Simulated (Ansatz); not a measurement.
```yaml
crystal:
  periodic: [false, false, false]
  atoms:
    - {symbol: F, position_ang: [-0.951743, 3.981386, -0.102684]}
    - {symbol: Cd, position_ang: [-0.075256, 0.247191, -0.015553]}
    - {symbol: Br, position_ang: [1.005371, -4.356956, 0.091847]}
basis:
  gaussian: {orbitals: STO-3G}
hamiltonian: {xc: {name: LC-wPBE}}
output: {forces: true}
```

```sh
$ ansatz run in.yaml --threads 4 --pin off --events-out ev --progress --plain --max-ram 10444MiB
```

It prints (some lines left out):

```
Functional definition: LC-wPBE
589 factors; integrals over basis functions are off by at most 8.8e-5 eV
133 factors; integrals over basis functions are off by at most 5.0e-5 eV
mean field evaluation 1: about -219193.8212 eV, gradient 3.3e1 eV
mean field evaluation 2: about -218839.1414 eV, gradient 1.5e1 eV
mean field evaluation 4: about -219001.6537 eV, gradient 1.3e2 eV
mean field evaluation 8: about -219227.0324 eV, gradient 4.3e0 eV
mean field evaluation 16: about -219227.8015 eV, gradient 1.0e-2 eV
mean field evaluation 32: about -219227.8015 eV, gradient 6.2e-7 eV
mean field -219227.80154541 eV, -8056.4731088527 hartree, gradient 6.2e-7 eV, S^2 0.000000; 6 other end points of the search recorded, 0 dependent functions left out
reference -219227.80154541 eV, -8056.4731088529 hartree; 46, 46 occupied and 4, 4 virtual orbitals, 589 factors
Total energy: -219227.80154541 eV, -8056.4731088529 hartree
Atom 0 at    -0.951743     3.981386    -0.102684 Å, force     0.201847    -0.859952     0.020065 eV/Å
Atom 1 at    -0.075256     0.247191    -0.015553 Å, force    -0.077149     0.328659    -0.007672 eV/Å
Atom 2 at     1.005371    -4.356956     0.091847 Å, force    -0.124698     0.531293    -0.012393 eV/Å
Dipole moment:    -0.285822     1.217807    -0.028404 e Å
```

(1) What is wrong with this run?

## Answers

(1) The coordinates are in bohr but typed as ångström. Self-consistency was reached. The result belongs to that input, not to the molecule as meant.
